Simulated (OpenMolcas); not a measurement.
**Pt3+: moving or changing the point charges**

Pt3+ among 6 point charges of -1 e arranged as a trigonal antiprism (D3d), 1.83 Å from the ion, with a polar angle of 59.7° against the regular 54.74°.

```json
{
  "Program": "OpenMolcas",
  "Method": "CASSCF",
  "Basis": "ANO-RCC-VTZP [8s7p5d3f1g]",
  "Scalar Hamiltonian": "DKH2, point nucleus",
  "Active space": "7 electrons in 5 orbitals (5d)",
  "State averaging": "2S+1 = 4 even, 10 roots; 2S+1 = 2 even, 40 roots",
  "Spin-orbit coupling": "state interaction with AMFI integrals over the reference wave functions"
}
```

Runs around this geometry, states (labels of D3, the rotations of D3d). Energies in cm-1 above the lowest state or level, χT in cm3 K/mol.

```csv
R (Å),q (e),Polar angle / regular,Ground state,First state of that spin,First gap with spin-orbit (degeneracies),χT at 300 K,First state of another spin
1.83,-0.65,1.09,4A2,4E 150.9,"748.9 (2, 2)",3.653,2E 12612
1.7,-1,1.09,4E,4A2 505.8,"963.4 (2, 2)",3.079,2E 7191
1.83,-1,1.09,4E,4A2 201.4,"978.3 (2, 2)",3.295,2E 10054
1.93,-1,1.09,4E,4A2 70.0,"867.0 (2, 2)",3.480,2E 11599
1.83,-1,1.18,4E,4A2 444.4,"769.4 (2, 2)",3.303,2E 9883
```

The ground state changes within this set.

Without dynamic correlation the repulsion within the d shell is too large (B by tens of per cent), so at a given field states of lower spin stand too high. This shell can be high or low spin here, a state of another spin lies low, and with metal d orbitals alone active their balance is uncertain, so the ground spin may be wrong. Point charges give a weaker field than real ligands, and real ions of this kind are as a rule low spin; the high spin found here belongs to the model. Spin-orbit coupling mixes the spin-free states strongly: the lowest level takes only 51 % from its leading state, 4E, which lies 151 cm-1 above the lowest spin-free state (figures for R = 1.83, q = -0.65, ratio = 1.09; the like holds for R = 1.7, q = -1, ratio = 1.09, R = 1.83, q = -1, ratio = 1.09, R = 1.93, q = -1, ratio = 1.09, R = 1.83, q = -1, ratio = 1.18). An orbital doublet at a regular site is open to a Jahn-Teller distortion, which this geometry leaves out (holds for R = 1.7, q = -1, ratio = 1.09; R = 1.83, q = -1, ratio = 1.09; R = 1.93, q = -1, ratio = 1.09; R = 1.83, q = -1, ratio = 1.18). This is an electrostatic model: the charges have no orbitals. No measured value stands beside these numbers.
